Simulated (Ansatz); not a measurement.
Basis-set extrapolation for C3H8BFOS, SMILES `CC(C)OB(F)S` (PBE0-D4/def2-TZVP geometry, frozen core, Ansatz). Multiplicity 1, RHF reference.

```
                      def2-TZVPP   def2-QZVPP
                 HF  -715.076932  -715.102681
    MP2 correlation    -1.275528    -1.373613
CCSD(T) correlation    -1.381815      not run
```

Energies in hartree. Use E(X) = E(∞) + A·exp(−7.88·√X) for Hartree–Fock and E(X) = E(∞) + B·X^(−2.97) for correlation, with X = 3 and 4, and add CCSD(T) minus MP2 of the smaller set to the MP2 limit.

Problem. What is the CCSD(T) energy at the basis-set limit?

Solution. HF limit: -715.102681 + (-0.025749) × 0.13774 = -715.10623. MP2 limit: -1.373613 + (-0.098085) × 0.74074 = -1.44627. Higher-order term: -1.381815 − (-1.275528) = -0.10629. Total: -716.65879 hartree, 525.2 kJ/mol below CCSD(T)/def2-TZVPP.
